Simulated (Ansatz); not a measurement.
Ansatz (a quantum-chemistry and plane-wave program) job for CH6O3Sn, SMILES [CH3][Sn]([OH])([OH])[OH] (connectivity only; charge and spin as stated), charge +1, multiplicity 2, PBE-D3(BJ)/def2-SVP. 

Ansatz 0.2 input:
```yaml
crystal:
  periodic: [false, false, false]
  atoms:
    - {symbol: O, position_ang: [1.79118430, 0.68633759, 0.51055052]}
    - {symbol: Sn, position_ang: [-0.00000000, -0.00000001, 0.13174116]}
    - {symbol: O, position_ang: [-0.30120634, -1.89437996, 0.51055031]}
    - {symbol: O, position_ang: [-1.48997797, 1.20804227, 0.51055053]}
    - {symbol: C, position_ang: [0.00000002, 0.00000016, -2.27581715]}
    - {symbol: H, position_ang: [1.84078839, 1.63937222, 0.71029317]}
    - {symbol: H, position_ang: [0.49934383, -2.41385569, 0.71029287]}
    - {symbol: H, position_ang: [-2.34013223, 0.77448333, 0.71029308]}
    - {symbol: H, position_ang: [1.05257805, 0.26099452, -2.43874835]}
    - {symbol: H, position_ang: [-0.75231673, 0.78106230, -2.43874833]}
    - {symbol: H, position_ang: [-0.30026126, -1.04205632, -2.43874845]}
basis:
  gaussian:
    orbitals: def2-SVP
hamiltonian:
  xc: pbe
  dispersion: d3bj
total_charge: 1
magnetization: {spin_polarized: true, initial_magnetization: 1}
relax: {f_tol: 0.002, max_steps: 200}
```

Log of the run:

```
WARN ansatz: RAYON_NUM_THREADS=2 ignored (pool sized by the plan → 2); use --threads N
Functional definition: PBE
integrals: 0.06 GiB planned
1226 factors; their error is unknown
mean field: 0.41 GiB planned
mean field evaluation 1: about -13053.7577 eV, gradient 9.1e1 eV
mean field evaluation 2: about -12896.1744 eV, gradient 1.9e2 eV
mean field evaluation 4: about -13071.1531 eV, gradient 4.8e1 eV
mean field evaluation 8: about -13085.2283 eV, gradient 2.2e0 eV
mean field evaluation 16: about -13085.2272 eV, gradient 1.1e-3 eV
mean field -13085.22719187 eV, -480.8732298155 hartree, gradient 3.5e-5 eV, S^2 0.755141; 2 other end points of the search recorded, 0 dependent functions left out
the calculation of the forces begins
reference -13085.22723253 eV, -480.8732313098 hartree; 29, 28 occupied and 83, 84 virtual orbitals, 1226 factors
relax step   1: F+E_penalty+E_count = -13085.42392469 eV  Δ(F+E_penalty+E_count) = +0.000e0 eV  max|allowed force component| = 7.063e-1 eV/Å  Δτ_max = 0.0000 Å  (71 SCF iters, accepted)
these checks for a lower state are left out or cut short: starts, cluster_reference, orbital_swaps, neighbouring_geometries, increment
integrals: 0.06 GiB planned
1226 factors; their error is unknown
mean field: 0.41 GiB planned
mean field evaluation 32: about -13085.2381 eV, gradient 4.2e0 eV
mean field -13085.28637259 eV, -480.8754046668 hartree, gradient 2.6e-5 eV, S^2 0.755112; 0 other end points of the search recorded, 0 dependent functions left out
the calculation of the forces begins
reference -13085.28641300 eV, -480.8754061522 hartree; 29, 28 occupied and 83, 84 virtual orbitals, 1226 factors
relax step   2: F+E_penalty+E_count = -13085.48312540 eV  Δ(F+E_penalty+E_count) = -5.920e-2 eV  max|allowed force component| = 4.291e-1 eV/Å  Δτ_max = 0.0541 Å  (34 SCF iters, accepted)
these checks for a lower state are left out or cut short: starts, cluster_reference, orbital_swaps, neighbouring_geometries, increment
integrals: 0.06 GiB planned
1226 factors; their error is unknown
mean field: 0.41 GiB planned
mean field -13085.30362170 eV, -480.8760385602 hartree, gradient 2.0e-5 eV, S^2 0.754592; 0 other end points of the search recorded, 0 dependent functions left out
the calculation of the forces begins
reference -13085.30366167 eV, -480.8760400288 hartree; 29, 28 occupied and 83, 84 virtual orbitals, 1226 factors
relax step   3: F+E_penalty+E_count = -13085.49843198 eV  Δ(F+E_penalty+E_count) = -1.531e-2 eV  max|allowed force component| = 6.806e-1 eV/Å  Δτ_max = 0.1767 Å  (41 SCF iters, accepted)
these checks for a lower state are left out or cut short: starts, cluster_reference, orbital_swaps, neighbouring_geometries, increment
integrals: 0.06 GiB planned
1226 factors; their error is unknown
mean field: 0.41 GiB planned
mean field -13085.32252891 eV, -480.8767333871 hartree, gradient 1.5e-5 eV, S^2 0.754580; 0 other end points of the search recorded, 0 dependent functions left out
the calculation of the forces begins
reference -13085.32256897 eV, -480.8767348594 hartree; 29, 28 occupied and 83, 84 virtual orbitals, 1226 factors
relax step   4: F+E_penalty+E_count = -13085.51703687 eV  Δ(F+E_penalty+E_count) = -1.860e-2 eV  max|allowed force component| = 3.210e-1 eV/Å  Δτ_max = 0.0800 Å  (36 SCF iters, accepted)
these checks for a lower state are left out or cut short: starts, cluster_reference, orbital_swaps, neighbouring_geometries, increment
integrals: 0.06 GiB planned
1226 factors; their error is unknown
mean field: 0.41 GiB planned
mean field -13085.32897793 eV, -480.8769703842 hartree, gradient 2.3e-5 eV, S^2 0.754372; 0 other end points of the search recorded, 0 dependent functions left out
the calculation of the forces begins
reference -13085.32901810 eV, -480.8769718606 hartree; 29, 28 occupied and 83, 84 virtual orbitals, 1226 factors
relax step   5: F+E_penalty+E_count = -13085.52349939 eV  Δ(F+E_penalty+E_count) = -6.463e-3 eV  max|allowed force component| = 8.257e-2 eV/Å  Δτ_max = 0.0244 Å  (37 SCF iters, accepted)
these checks for a lower state are left out or cut short: starts, cluster_reference, orbital_swaps, neighbouring_geometries, increment
integrals: 0.06 GiB planned
1226 factors; their error is unknown
mean field: 0.41 GiB planned
mean field evaluation 64: about -13085.3292 eV, gradient 2.3e-5 eV
mean field -13085.32921234 eV, -480.8769789989 hartree, gradient 1.7e-5 eV, S^2 0.754307; 0 other end points of the search recorded, 0 dependent functions left out
the calculation of the forces begins
reference -13085.32925254 eV, -480.8769804761 hartree; 29, 28 occupied and 83, 84 virtual orbitals, 1226 factors
relax step   6: F+E_penalty+E_count = -13085.52389992 eV  Δ(F+E_penalty+E_count) = -4.005e-4 eV  max|allowed force component| = 1.548e-2 eV/Å  Δτ_max = 0.0155 Å  (36 SCF iters, accepted)
these checks for a lower state are left out or cut short: starts, cluster_reference, orbital_swaps, neighbouring_geometries, increment
integrals: 0.06 GiB planned
1226 factors; their error is unknown
mean field: 0.41 GiB planned
mean field -13085.32932241 eV, -480.8769830436 hartree, gradient 2.3e-5 eV, S^2 0.754319; 0 other end points of the search recorded, 0 dependent functions left out
the calculation of the forces begins
reference -13085.32936259 eV, -480.8769845203 hartree; 29, 28 occupied and 83, 84 virtual orbitals, 1226 factors
relax step   7: F+E_penalty+E_count = -13085.52394263 eV  Δ(F+E_penalty+E_count) = -4.270e-5 eV  max|allowed force component| = 2.253e-3 eV/Å  Δτ_max = 0.0038 Å  (29 SCF iters, accepted)
these checks for a lower state are left out or cut short: starts, cluster_reference, orbital_swaps, neighbouring_geometries, increment
integrals: 0.06 GiB planned
1226 factors; their error is unknown
mean field: 0.41 GiB planned
mean field -13085.32934806 eV, -480.8769839864 hartree, gradient 9.2e-6 eV, S^2 0.754314; 0 other end points of the search recorded, 0 dependent functions left out
the calculation of the forces begins
reference -13085.32938825 eV, -480.8769854632 hartree; 29, 28 occupied and 83, 84 virtual orbitals, 1226 factors
relax step   8: F+E_penalty+E_count = -13085.52394918 eV  Δ(F+E_penalty+E_count) = -6.551e-6 eV  max|allowed force component| = 5.882e-4 eV/Å  Δτ_max = 0.0035 Å  (30 SCF iters, accepted)
these checks for a lower state are left out or cut short: starts, cluster_reference, orbital_swaps, neighbouring_geometries, increment
integrals: 0.06 GiB planned
1226 factors; their error is unknown
mean field: 0.41 GiB planned
mean field -13085.32937721 eV, -480.8769850575 hartree, gradient 1.5e-5 eV, S^2 0.754303; 0 other end points of the search recorded, 0 dependent functions left out
the calculation of the forces begins
reference -13085.32941740 eV, -480.8769865344 hartree; 29, 28 occupied and 83, 84 virtual orbitals, 1226 factors
relax step   9: F+E_penalty+E_count = -13085.52395437 eV  Δ(F+E_penalty+E_count) = -5.190e-6 eV  max|allowed force component| = 2.536e-3 eV/Å  Δτ_max = 0.0079 Å  (30 SCF iters, accepted)
these checks for a lower state are left out or cut short: starts, cluster_reference, orbital_swaps, neighbouring_geometries, increment
integrals: 0.06 GiB planned
1226 factors; their error is unknown
mean field: 0.41 GiB planned
mean field -13085.32937626 eV, -480.8769850228 hartree, gradient 1.2e-5 eV, S^2 0.754304; 0 other end points of the search recorded, 0 dependent functions left out
the calculation of the forces begins
reference -13085.32941645 eV, -480.8769864996 hartree; 29, 28 occupied and 83, 84 virtual orbitals, 1226 factors
relax step  10: F+E_penalty+E_count = -13085.52395535 eV  Δ(F+E_penalty+E_count) = -9.801e-7 eV  max|allowed force component| = 1.144e-3 eV/Å  Δτ_max = 0.0014 Å  (27 SCF iters, accepted)
integrals: 0.06 GiB planned
1226 factors; their error is unknown
mean field: 0.41 GiB planned
mean field evaluation 96: about -13074.8803 eV, gradient 3.9e1 eV
mean field evaluation 128: about -13085.2114 eV, gradient 4.9e0 eV
mean field -13085.32937626 eV, -480.8769850228 hartree, gradient 1.1e-5 eV, S^2 0.754304; 7 other end points of the search recorded, 0 dependent functions left out
the calculation of the forces begins
reference -13085.32941645 eV, -480.8769864996 hartree; 29, 28 occupied and 83, 84 virtual orbitals, 1226 factors
Total energy: -13085.52399554 eV, -480.8841371492 hartree
Atom 0 at     1.770907     0.700793     0.503043 Å, force    -0.000385    -0.000088    -0.000374 eV/Å
Atom 1 at     0.000184     0.000100    -0.126195 Å, force    -0.000026    -0.000106     0.001144 eV/Å
Atom 2 at    -0.278670    -1.883786     0.502817 Å, force     0.000091     0.000372    -0.000329 eV/Å
Atom 3 at    -1.492183     1.183160     0.502831 Å, force     0.000276    -0.000205    -0.000402 eV/Å
Atom 4 at    -0.000025    -0.000049    -2.342451 Å, force     0.000146     0.000173    -0.000807 eV/Å
Atom 5 at     1.722303     1.558158     0.985980 Å, force    -0.000079    -0.000100    -0.000090 eV/Å
Atom 6 at     0.488002    -2.270611     0.985772 Å, force    -0.000030     0.000111    -0.000082 eV/Å
Atom 7 at    -2.210358     0.712393     0.985811 Å, force     0.000133    -0.000107    -0.000058 eV/Å
Atom 8 at     1.059952     0.182476    -2.598598 Å, force    -0.001115    -0.000256     0.000340 eV/Å
Atom 9 at    -0.688133     0.826675    -2.598393 Å, force     0.000732    -0.000795     0.000219 eV/Å
Atom 10 at    -0.371980    -1.009308    -2.598408 Å, force     0.000255     0.001000     0.000441 eV/Å
Dipole moment:     0.000010    -0.000082    -0.142849 e Å
```

Self-consistency was reached.
